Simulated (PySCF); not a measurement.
H2Si2, SMILES [Si]=[SiH2] (connectivity only; charge and spin as stated), neutral, multiplicity 1.

Coordinates come from a TPSSh-D3(BJ)/def2-TZVP optimisation. The isomer is the one that the SMILES or the coordinates give; other isomers of the formula were not compared.

These are PySCF with TDA-ωB97X/def2-TZVPD values and carry that method's errors.

Vertical excitations.  State labels are in the subgroup C2v.

Computed excitation energies, oscillator strengths and character:
```csv
state,symmetry,energy (eV),λ (nm),f,main pairs
S1,A2,0.79,1571,0.000,HOMO→LUMO 99 %
S2,B2,2.47,503,0.007,HOMO−1→LUMO 98 %
S3,A1,4.11,302,0.274,HOMO→LUMO+1 87 %
S4,B1,4.35,285,0.010,HOMO−1→LUMO+1 95 %
S5,B1,5.25,236,0.020,"HOMO→LUMO+3 47 %, HOMO→LUMO+2 30 %, HOMO→LUMO+4 18 %"
S6,B1,5.39,230,0.201,"HOMO→LUMO+2 51 %, HOMO→LUMO+3 39 %"
S7,A2,6.16,201,0.000,HOMO→LUMO+6 92 %
S8,B1,6.19,200,0.286,HOMO→LUMO+4 74 %
S9,B2,6.52,190,0.130,HOMO→LUMO+5 91 %
S10,A1,6.70,185,0.056,"HOMO−2→LUMO 57 %, HOMO−1→LUMO+2 27 %"
T1,A2,0.33,3755,0,HOMO→LUMO 98 %
T2,B2,1.40,887,0,HOMO−1→LUMO 96 %
T3,A1,1.81,685,0,HOMO→LUMO+1 96 %
T4,B1,3.56,349,0,HOMO−1→LUMO+1 94 %
```
Triplets are in the Tamm–Dancoff approximation.
